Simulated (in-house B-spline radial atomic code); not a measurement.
The lanthanum ion La³⁺ is squeezed into an impenetrable sphere of radius R (the orbitals vanish at R). Level of theory: scalar-relativistic (X2C) Hartree-Fock, spin-polarised, averaged over the determinants with the given up and down occupations, Fermi nucleus of rms radius 4.855 fm; calculated with a radial B-spline atomic code at the basis-set limit.

Energies in eV above the free ion in [Kr] 4d10 5s2 5p6:

```
R (bohr)  highest level (eV)  [Kr] 4d10 5s2 5p6  [Kr] 4d10 4f1 5s1 5p6  [Kr] 4d10 4f1 5s2 5p5
    8.43               -50.5                  0                  40.02                  20.27
    6.64               -50.5          0.0005515                  40.02                  20.27
    5.39               -50.5            0.02757                  40.06                   20.3
    4.33               -50.1             0.6163                  40.81                  20.95
    3.53               -48.3              5.543                  46.37                  25.93
    3.22               -46.2              12.56                  53.85                   32.8
    2.41               -27.4              101.5                  142.5                  116.6
    2.02                3.48              283.5                  317.2                  284.9
    1.92                17.4              372.7                  401.8                  367.1
    1.46                 165               1450                   1413                   1361
```

Q: Does [Kr] 4d10 4f1 5s1 5p6 fall below [Kr] 4d10 5s2 5p6 under compression?

A: Yes, between R = 1.92 and 1.46 bohr the order changes (near 1.72 bohr by linear interpolation).

Q: Does [Kr] 4d10 4f1 5s2 5p5 fall below [Kr] 4d10 5s2 5p6 under compression?

A: Yes, between R = 2.02 and 1.92 bohr the order changes (near 2 bohr by linear interpolation).

The highest level is first positive in the row R = 2.02 bohr, pushed up by confinement above the zero of the free ion's potential. Each configuration is held fixed and needn't be the lowest in the sphere.
